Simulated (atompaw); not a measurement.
boron (B): one change to a PAW (atompaw) potential, before and after

atompaw 4.2.0.5 input, output lines left out:

```
B 5
GGA-PBE scalarrelativistic loggrid 1500 logderivrange -3 5 201
2 2 0 0 0 0
2 1 1
0 0 0
c
v
v
1
3.00 3.00 2.65 2.15
y
2.05
n
y
0.75
n
custom polynom2 7 10 vanderbiltortho besselshape
2 -0.5 vpsmatchnc
3.00
1.20
3.00
3.00
```

All-electron outer shells of the reference configuration (PBE, scalar-relativistic, ld1.x):

```tsv
shell	level (eV)	outermost node (bohr)	outermost maximum (bohr)
1s	-180.59	–	0.21
2s	-9.44	0.46	1.52
2p	-3.61	–	1.57
```

Change: waves 2s (bound); 2s channel at 2.05 Ry; 2p (bound); 2p channel at 0.75 Ry; augmentation besselshape compensation charge, radius 3.00 bohr; PAW radius 3.00 bohr; waves and projectors: bloechl.

Cutoffs: the cutoffs (Ry, on a coarse ladder) from which the occupation-weighted sum of valence levels, in a spherical-Bessel basis at the reference potential, stays within 10 and 1 mRy of its value at 400 Ry; they do not see the model core or the augmentation charge, which bear on the density cutoff.

Q: What does the change do?

A: The potential gets neither clearly harder nor softer (8 Ry and 21 Ry → 12 Ry and 18 Ry); the p channel sets the loose cutoff, while the largest relative change is in s, which becomes harder; the range in which the p phases agree widens (upper end 1.4 → 4.9); neither file shows a bound ghost.

```tsv
quantity	base	changed
cutoff, loose	8 Ry	12 Ry
cutoff, tight	21 Ry	18 Ry
loose cutoff by channel (10 mRy a level)	s 6 Ry, p 8 Ry	s 10 Ry, p 12 Ry
bound ghosts	none	none
s: phases at 3.02 bohr within 0.05 rad from the reference energy up to (Ry; the scan ends near 5)	4.8	4.7
p: phases at 3.02 bohr within 0.05 rad from the reference energy up to (Ry; the scan ends near 5)	1.4	4.9
lowest overlap eigenvalue by channel	s 0.86, p 0.88	s 0.59, p 1.00
```

 The cutoffs see the waves, projectors and local potential, not the compensation charge or the core.
